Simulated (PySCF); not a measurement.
All numbers come from PBE0 in PySCF with Al def2-TZVP, O def2-TZVP, Br def2-TZVP; no relativity; density-fitted integrals. Open shells, if any, are unrestricted.

**Question.** What shape and geometry does isolated singlet AlOBr take (every ligand bound to Al)?

**Answer.** Counting electrons, aluminium keeps none of its valence electrons outside its bonds, so the VSEPR class is AX2 and the expected shape is linear; with unlike ligands the computed point group is C∞v. The lowest minimum found is a singlet of C∞v symmetry with Al–Br 2.213 Å, Al–O 1.593 Å; Br–Al–O 180.0°. Its harmonic wavenumbers are 169 (π), 378 (σ+), 1126 (σ+) cm⁻¹ and its dipole moment is 4.29 D.

Other isomers or separated fragments may lie lower.
